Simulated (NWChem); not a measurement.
C2H3BF2O; SMILES O=CB(F)CF

```xyz
9

O     -1.3448     1.5332    -0.4284
C     -0.7658     1.0102     0.5132
B      0.5508     0.2040     0.1215
F      1.6993     0.8641    -0.0002
C      0.5065    -1.3235    -0.2570
F     -0.7257    -1.8827     0.0920
H     -1.1746     1.1069     1.5461
H      1.3075    -1.8838     0.2486
H      0.6655    -1.4615    -1.3380
```
Atoms are numbered in this order, from 1.

Results from NWChem. Medium grid unless said otherwise, to which SCAN and Minnesota functionals are sensitive. All runs use the structure optimised with B3LYP/6-31G* (spherical d). Hybrids' shares of exact exchange are those that their runs print; pure functionals count as 0. The functionals differ in more than this share.

| row | share of exact exchange | highest occupied level (eV) |
|---|---|---|
| PBE/def2-TZVP | 0.00 | -5.92 |
| BLYP/def2-TZVP | 0.00 | -5.87 |
| B3LYP/def2-TZVP | 0.20 | -7.29 |
| M06-2X/def2-TZVP | 0.54 | -9.08 |
| Hartree-Fock/def2-TZVP | 1.00 | withheld |

Task: Fit a straight line of the last column on the one before it, predict the withheld value, and compare with the run.

Result: 
1. Means of the 4 shown rows: x = 0.185, y = -7.040. Slope Σ(x − x̄)(y − ȳ)/Σ(x − x̄)² = -1.152/0.1947 = -5.915; intercept -5.946.
2. The shown rows scatter about the line by 0.095 (root mean square); the largest residual is -0.16, at B3LYP/def2-TZVP.
3. At x = 1.00 (Hartree-Fock/def2-TZVP; beyond the shown range) the line gives -11.86.
4. The run gives -11.52, +0.34 from the line, 3.6 times the scatter.
